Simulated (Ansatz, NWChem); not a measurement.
# SnH2O2 (SMILES [OH][Sn][OH]): methods side by side

SnH2O2 has 5 atoms, charge 0, and is taken as a singlet. As SMILES, `[OH][Sn][OH]`. Geometry: relaxed at PBE0-D4/def2-TZVP. This is one conformer, not always the lowest.

Quantity: the electronic atomisation energy, in eV. The values are calculated. Electronic energies at fixed atoms, without zero-point motion or spin-orbit coupling.

```
                             level                    kind  program  value (eV)  less CCSD(T)/def2-SVP  CPU time (all runs)
     PBE/def2-SVP (core potential)                     GGA   Ansatz       17.51                  +1.89                6.4 s
  r2SCAN/def2-SVP (core potential)                meta-GGA   Ansatz       17.01                  +1.39                 13 s
 r2SCAN0/def2-SVP (core potential)         hybrid meta-GGA   Ansatz       16.21                  +0.59                 16 s
   HSE06/def2-SVP (core potential)  range-separated hybrid   Ansatz       16.59                  +0.97                 10 s
PBE-QIDH/def2-SVP (core potential)           double hybrid   Ansatz       16.14                  +0.52                9.8 s
RPA@PBE0/def2-SVP (core potential)                     RPA   Ansatz       15.12                  -0.50                 13 s
     MP2/def2-SVP (core potential)     perturbation theory   Ansatz       16.16                  +0.54                3.1 s
 CCSD(T)/def2-SVP (core potential)   coupled cluster or CI   NWChem       15.62                   0.00                 61 s
    CCSD/def2-SVP (core potential)   coupled cluster or CI   Ansatz       15.35                  -0.27                8.7 s
```

CCSD(T)/def2-SVP (core potential) is the highest level here, not the true value. Correlated wave functions underbind in double-zeta sets. The values span 15.12 to 17.51 eV. In the correlated wave-function rows the outer d shell of Sn is correlated, in sets not made for it. CPU times are rough (shared hosts, several kinds of processor and program).
